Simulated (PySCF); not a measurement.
**Removing the step error of a finite difference**

System: vinyl chloride (C₂H₃Cl), singlet, geometry from GFN2-xTB, atoms displaced at random by about 0.08 Å a coordinate. Level: TPSS/6-31G, gradient (PySCF). Sums are taken with unrounded values, so a last digit can differ.

Central differences of the energy along z of atom 5 gave a gradient component of 0.003456 Eh/bohr at step 0.05 and 0.003579 Eh/bohr at step 0.2 (atomic units).

Q: Extrapolate to zero step.

A: The leading error of a symmetric difference goes as h², so A(h) = A0 + c h². Then c = (0.003579 - (0.003456))/(0.2² - 0.05²) = 0.00329 (atomic units) and A0 = 0.003456 - c × 0.05² = 0.003447 Eh/bohr. The analytic value from the same program and level (with grid response) is 0.003447 Eh/bohr: the smaller step missed it by 0.000009, the extrapolation by 0.000000.
